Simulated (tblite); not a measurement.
C7H8N (doublet state).
SMILES with atom numbers: `[CH:1]#[C:2][C@@H:3]1[CH:4]=[CH:5][CH2:6][N:7]1[CH2:8]` (hydrogens: H9 on C1; H10 on C3; H11 on C4; H12 on C5; H13, H14 on C6; H15, H16 on C8)

Computed geometry: GFN2-xTB, gas phase. This method treats the open shell by occupation alone, without spin polarisation.

Entries marked ? are missing. Bonds in one row agree within 0.01 Å.

```
    coordinate    value
         C1≡C2  1.197 Å
         C2–C3  1.459 Å
         C3–C4        ?
         C4=C5  1.321 Å
         C5–C6  1.497 Å
         C6–N7        ?
         N7–C8        ?
         C3–N7  1.451 Å
         C1–H9  1.049 Å
        C3–H10  1.105 Å
        C4–H11  1.075 Å
        C5–H12  1.075 Å
        C6–H13  1.100 Å
        C6–H14  1.101 Å
C8–H15, C8–H16  1.075 Å
      C1–C2–C3   178.2°
      C2–C3–C4        ?
      C2–C3–N7   111.1°
      C4–C3–N7   103.1°
      C3–C4–C5   110.7°
      C4–C5–C6        ?
      C5–C6–N7        ?
      C6–N7–C8   122.0°
      C3–N7–C6   111.5°
      C3–N7–C8   121.2°
```

Fill in the missing values.

- C3–C4 = 1.506 Å, drawn single (ends: carbon bonded to 2 C, N and H; carbon bonded to 2 C and H); 0.02 Å above the sum of covalent radii, 1.49 Å.
- C6–N7 = 1.443 Å, drawn single (ends: carbon bonded to C, N and 2 H; nitrogen bonded to 3 C); 0.03 Å below the sum of covalent radii, 1.47 Å.
- N7–C8 = 1.381 Å, drawn single (ends: nitrogen bonded to 3 C; carbon bonded to N and 2 H); 0.06 Å below the sum of covalent radii, 1.44 Å.
- C2–C3–C4 = 111.6°, at the carbon bonded to 2 C, N and H; the outer atoms are 2.454 Å apart.
- C4–C5–C6 = 111.1°, at the carbon bonded to 2 C and H, inside a 5-membered ring; the outer atoms are 2.326 Å apart.
- C5–C6–N7 = 103.5°, at the carbon bonded to C, N and 2 H, inside a 5-membered ring; the outer atoms are 2.309 Å apart.

Radii are Cordero's, carbon taken as 0.76, 0.73 or 0.69 Å for four, three, and two or fewer neighbours.

Its GFN2-xTB frequencies are all real (lowest 58 cm⁻¹). Torsions: C6–N7–C8–H -32° and -176°. 2 starts were optimised and ended at 0.00 and 0.14 kcal/mol (GFN2-xTB); the lowest of these is shown.

Time: 0.38 s. Hardware: one thread, Arm Neoverse V1 (aarch64), shared host. These figures are those of the optimisation.

One conformer stands for the species.
